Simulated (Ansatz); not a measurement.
Stepwise reaction of `F[Si](Cl)(Cl)[GeH3]` with hydrogen, as a gas-phase model of exchange steps in deposition or etching. ΔE in kJ/mol; ΔG adds harmonic PBE0-D4 terms to CCSD(T)/CBS, at 1 bar.

Calculated with Ansatz (gas phase, PBE0-D4/def2-TZVP geometries, no zero-point term in ΔE). CCSD(T)/CBS adds triple-zeta CCSD(T) − MP2 to the extrapolated MP2 energy (def2 sets, frozen cores). This one scheme is used for every species. Functionals use def2-TZVPP. B3LYP here is the variant with VWN-RPA as its local correlation; programs differ in this. For Ge outer-core shells are correlated without core-valence functions, which leaves a few kJ/mol of doubt a bond. Scalar relativity is left out up to krypton.

```
step                                               reaction  PBE-D4  B3LYP-D4  ωB97M-V  CCSD(T)/CBS  ΔG(600 K)
   1  `F[Si](Cl)(Cl)[GeH3]` + H₂ → `F[SiH](Cl)[GeH3]` + HCl    88.3      86.3     87.7         85.6       76.5
   2        `F[SiH](Cl)[GeH3]` + H₂ → `F[SiH2][GeH3]` + HCl    88.0      86.1     87.9         86.3       78.0
```

By hand: ΔE of the 2 steps together at CCSD(T)/CBS.

(85.6) + (86.3) = 171.9 kJ/mol, or 85.9 kJ/mol a step.

In ΔE the steps differ by no more than 0.7 kJ/mol. All are uphill at CCSD(T)/CBS. ΔG lies between 76.5 and 78.0 kJ/mol a step. PBE-D4 differs from CCSD(T)/CBS by 1.7 to 2.7 kJ/mol a step. Isolated molecules leave out the surface, adducts and barriers. Largest T1 diagnostic: 0.012.
